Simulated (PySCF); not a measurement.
GeH2, charge +1, multiplicity 2. Atoms are numbered in the order given.

```xyz
3

Ge     0.0000     0.0000    -0.0450
H      0.0000     1.3417     0.7193
H      0.0000    -1.3417     0.7193
```
Charge +1, spin multiplicity 2.

Geometry: ωB97X-D3(BJ)/def2-TZVPD. The multiplicity is an assumed one; other spin states were not compared. The isomer is the one that the SMILES or the coordinates give; other isomers of the formula were not compared.

Computed with M06-2X/def2-TZVPD run with PySCF.

Mulliken values depend strongly on the basis, most of all with diffuse functions as here. Atomic charges (e):

```csv
atom,meta-Löwdin,Mulliken,Mulliken spin
Ge1,0.90,0.70,0.78
H2,0.05,0.15,0.11
H3,0.05,0.15,0.11
```
